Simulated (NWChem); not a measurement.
# BeSiH$_{3}$F; SMILES [SiH3][Be][F]

```xyz
6

Be     0.0009     0.8210     0.0000
F      0.0011     2.2137     0.0000
Si     0.0003    -1.3458     0.0000
H      0.7029    -1.8942    -1.2044
H     -1.3944    -1.8932    -0.0065
H      0.6916    -1.8942     1.2109
```
Atoms are numbered in this order, from 1.

Structure relaxed at the PBE0/def2-SVP level.

Problem. List the 6 lowest vertical singlet excitations and the 6 lowest triplet ones from CAM-B3LYP/6-31+G* (spherical d), TDA (NWChem).

Solution. 
```json
[
 {"state": "S1", "energy (eV)": "6.78", "oscillator strength": "0.145", "leading excitation (squared amplitude)": "HOMO → LUMO+1 (0.90)"},
 {"state": "S2", "energy (eV)": "6.78", "oscillator strength": "0.145", "leading excitation (squared amplitude)": "HOMO → LUMO+2 (0.90)"},
 {"state": "S3", "energy (eV)": "7.10", "oscillator strength": "0.222", "leading excitation (squared amplitude)": "HOMO → LUMO (0.93)"},
 {"state": "S4", "energy (eV)": "8.04", "oscillator strength": "0.000", "leading excitation (squared amplitude)": "HOMO−1 → LUMO+1 (0.44)"},
 {"state": "S5", "energy (eV)": "8.33", "oscillator strength": "0.001", "leading excitation (squared amplitude)": "HOMO−1 → LUMO+2 (0.31)"},
 {"state": "S6", "energy (eV)": "8.33", "oscillator strength": "0.001", "leading excitation (squared amplitude)": "HOMO−1 → LUMO+1 (0.31)"},
 {"state": "T1", "energy (eV)": "5.28", "oscillator strength": "spin-forbidden", "leading excitation (squared amplitude)": "HOMO → LUMO+1 (0.82)"},
 {"state": "T2", "energy (eV)": "5.28", "oscillator strength": "spin-forbidden", "leading excitation (squared amplitude)": "HOMO → LUMO+2 (0.82)"},
 {"state": "T3", "energy (eV)": "6.48", "oscillator strength": "spin-forbidden", "leading excitation (squared amplitude)": "HOMO → LUMO (0.81)"},
 {"state": "T4", "energy (eV)": "7.43", "oscillator strength": "spin-forbidden", "leading excitation (squared amplitude)": "HOMO−1 → LUMO+2 (0.39)"},
 {"state": "T5", "energy (eV)": "7.66", "oscillator strength": "spin-forbidden", "leading excitation (squared amplitude)": "HOMO−2 → LUMO+2 (0.39)"},
 {"state": "T6", "energy (eV)": "7.67", "oscillator strength": "spin-forbidden", "leading excitation (squared amplitude)": "HOMO−2 → LUMO+1 (0.39)"}
]
```
